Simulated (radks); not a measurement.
Values are calculated unless marked as measured or tabulated.
Question: These are the eigenvalues of the occupied orbitals of an atom or ion with whole-number occupations (hartree). Level of theory: non-relativistic Kohn-Sham, Slater X-alpha with alpha = 0.951, spin-polarised, spherical densities, point nucleus (a radial shooting solver on a logarithmic mesh with Libxc functionals).

1s up: -327.0265
1s down: -327.0253
2s up: -41.85168
2s down: -41.71346
2p up: -37.24962
2p down: -37.14565
3s up: -7.06094
3s down: -6.82784
3p up: -5.57885
3p down: -5.34875
3d up: -3.02010
3d down: -2.79221

Which element is it, and in what charge state? The configuration may be excited. Open shells, if any, are filled with parallel spins first.

Answer: Z = 29, copper, charge +4: Cu4+ in [Ar] 3d7. The list shows which subshells hold electrons but not how many an open one holds; the 1s level, -327.03 hartree, gives Z - s = 25.6 by -(Z - s)^2/2, which with screening narrows Z to a few neighbours, and the depths of the outer levels then fix element, charge and occupations together.
